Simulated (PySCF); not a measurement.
Isomers of C2H3BO. Gas-phase values, no solvent. One relaxed conformer stands for each flexible species; it need not be the lowest. Strings in code marks are SMILES.

The numbers are results of PBE-D3(BJ)/def2-TZVP (PySCF 2.14.0), not measurements. All candidates: neutral, multiplicity 1. Excitations are Tamm–Dancoff values on a coarser integration grid. The basis has no diffuse functions, so Rydberg states are missing or too high.

The HOMO comes out as -6.25 eV and the S1 excitation (TDA) is 5.25 eV. The T1 excitation (TDA) is 4.57 eV.

Which member has these values?
A. `C=BC=O`
B. `B=C=CO`
C. `C=C1BO1`
D. `OB1C=C1` (H–O–B–C torsion 180°)

D, `OB1C=C1` (H–O–B–C torsion 180°). The others give `C=C1BO1`: -6.29 eV, 4.88 eV, 3.41 eV; `B=C=CO`: -5.31 eV, 2.49 eV, 2.14 eV; `C=BC=O`: -6.16 eV, 3.20 eV, 2.43 eV
